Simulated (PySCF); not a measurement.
Molecule: SMILES [C@@H]1(C=C)CC1(F)F, C₅H₆F₂.

Geometry (Å), atoms numbered from 1 in this order:
```xyz
13

C     2.221    0.512   -0.431
C     1.028    0.349    0.144
C    -0.163   -0.176   -0.545
C    -1.560    0.416   -0.243
C    -1.199   -0.936    0.201
F    -1.768   -1.999   -0.377
F    -1.019   -1.168    1.508
H     3.074    0.901    0.131
H     2.389    0.260   -1.483
H     0.897    0.606    1.202
H    -0.015   -0.502   -1.580
H    -2.254    0.514   -1.081
H    -1.612    1.199    0.518
```

Spin–spin couplings on one PBE0-D3(BJ)/def2-SVP geometry, PySCF, gas phase, non-relativistic, equivalent pairs averaged (spin–dipole term only in couplings to heteroatoms); isotopes ¹³C, ¹⁹F, ¹H; functional B3LYP.

Question: How do the couplings (Hz) change with the basis set? Times are CPU seconds on shared hosts with different chips, so compare them loosely. Far from the basis limit: pcJ-0, 6-31G*, def2-TZVP, cc-pVTZ.

Answer: 
```
basis set  functions  ¹J(C5,F6)  ¹J(C5,F7)  ¹J(C1,H8)  ¹J(C4,H12)  ¹J(C4,H13)  ¹J(C2,H10)  ¹J(C3,H11)  core-s
    pcJ-0        109     -459.3     -450.1      150.3       149.7       148.2       147.0       146.0      15
   6-31G*        110     -255.5     -251.0      169.8       174.7       173.4       163.3       168.7      22
def2-TZVP        253     -396.6     -388.2      162.4       164.7       162.3       157.4       160.5      56
  cc-pVTZ        294     -340.6     -327.9      154.9       154.8       152.0       148.7       151.0      71
```

The Fermi-contact term samples the wavefunction at the nucleus, which is why sets with added tight s functions (names with J) are made for couplings.
